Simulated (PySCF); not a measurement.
Excitation energy of Te²⁺ by level of theory

Te²⁺ [Kr] 4d10 5s2 5p2 (3P) → Te²⁺ [Kr] 4d10 5s1 5p3 (5S), as a difference of total energies. All numbers are calculated (PySCF 2.14, a scalar-relativistic core potential, in aug-cc-pVDZ-PP with ECP28MDF (5s4p3d, 32 functions)). Correlated levels: valence: 4s2 4p6 4d10 frozen. The calculations carry no spin-orbit coupling.

```tsv
method	excitation energy (cm⁻¹)
UHF	43529
LDA	66989
PBE	64456
PBE0	60392
r2SCAN	57293
TPSS	62141
M06	69568
r2SCANh	56602
r2SCAN0	55584
MP2 (valence)	48992
SCS-MP2 (valence)	51216
```
